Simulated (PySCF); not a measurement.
Relaxation of singlet TeCl₂

These are results of PySCF, PBE0, basis Te def2-TZVP with ECP28, Cl def2-TZVP (scalar-relativistic core potentials, no spin–orbit coupling, density fitting), not measurements. A (50,194) grid was used.

A hand-made bent start, of C2v symmetry, held to at least that symmetry:

Coordinates in bohr (charge 0 multiplicity 1):
```
Te    0.0000    0.0000   -0.8914
Cl    3.6377    0.0000    1.6558
Cl   -3.6377    0.0000    1.6558
```

**Question.** What forces act on the atoms at the start (eV/Å)?

**Answer.** 
| atom | Fx | Fy | Fz |
| --- | --- | --- | --- |
| Te1 | 0.00 | 0.00 | -0.03 |
| Cl2 | -0.50 | 0.00 | 0.02 |
| Cl3 | 0.50 | 0.00 | 0.02 |

**Question.** What does it relax to?

**Answer.** It ends at C2v with Te–Cl 2.320 Å (×2); Cl–Te–Cl 99.3° (after a last refinement on a finer grid). A frequency run shows a minimum.

**Question.** How much energy is released, and in how many steps?

**Answer.** 8.3 kJ/mol in 4 steps.
